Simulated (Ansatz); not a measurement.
Wavefunction ladder for C$_{2}$H$_{7}$BGaNO (`[BH2][Ga]1[O]C[N]1C`)

Cartesian coordinates in Å:
```
B -1.499 -1.681 2.170
Ga -0.129 -0.830 0.891
O 1.668 -0.963 0.497
C 1.557 0.028 -0.489
N 0.155 0.391 -0.448
C -0.384 1.389 -1.314
H -2.641 -1.337 2.153
H -1.169 -2.528 2.944
H 2.210 0.888 -0.259
H 1.851 -0.365 -1.478
H -1.452 1.512 -1.127
H 0.093 2.369 -1.164
H -0.262 1.127 -2.375
```

Total charge 0; spin multiplicity 1. Correlated methods include outer-core shells of Ga, which these sets cover unevenly. Scalar relativity is left out up to krypton. All single points use the PBE0-D4/def2-TZVP geometry. Frozen core, restricted reference, the Gaussian-basis code of Ansatz.

| basis | HF (Eh) | MP2 corr. |
| --- | --- | --- |
| def2-SVP | -2156.58760 | -0.91850 |
| def2-TZVPP | -2157.10699 | -1.10744 |
| def2-QZVPP | -2157.15806 | -1.41646 |

Task: Estimate the CCSD correlation energy and the (T) correction in each basis where they were run (hartree).

Result: 
```tsv
basis	CCSD corr.	(T)
def2-SVP	-0.95963	-0.03150
def2-TZVPP	-1.13860	-0.04892
```
